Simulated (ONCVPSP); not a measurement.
# Pseudopotential generation for carbon: ONCV, BLYP, fully relativistic.

```json
{
 "Element": "C (Z = 6)",
 "Generator": "ONCVPSP 4.0.1",
 "Type": "optimised norm-conserving Vanderbilt (ONCV)",
 "Functional": "BLYP",
 "Relativity": "fully relativistic",
 "Frozen core": "[He]",
 "Valence charge": "4",
 "Reference configuration": "2s2 2p2",
 "Partial waves": "2s: rc 0.95 bohr, ncon 5, nbas 7, qcut 6 1/bohr, 1 projector; 2p: rc 2.25 bohr, ncon 3, nbas 6, qcut 6.7 1/bohr, 1 projector",
 "Local potential": "polynomial inside 0.90 bohr (lpopt 3, dvloc0 2 Ha)",
 "Core correction": "polynomial model core, fcfact 0.55"
}
```

Open shells are filled in proportion to 2j + 1.

Poles of the logarithmic derivatives, all-electron (AE) and pseudo (PS). s: poles at no energy (AE) and no energy (PS) Ha. p3/2: poles at 0.1, 3.1 (AE) and 0.1, 3.6 (PS) Ha. p1/2: poles at 0.1, 3.1 (AE) and 0.1, 3.6 (PS) Ha. Test radii: s 0.96, p3/2 2.28, p1/2 2.28 bohr.

- Cutoffs needed: 86 Ha and 119 Ha (the cutoffs (Ha) at which the residual kinetic energy of the hardest occupied pseudo-wave falls to 1 and 0.1 mHa per electron)
- Ghost test: no bound ghost flagged; no localised positive-energy state flagged
- Largest excitation error: +803 meV (all-electron minus pseudo) for 2s1 2p0, out of 4 test configurations
- rms error of d²Exc/dni dnj: 8.16 mHa without and 6.93 mHa with the model core
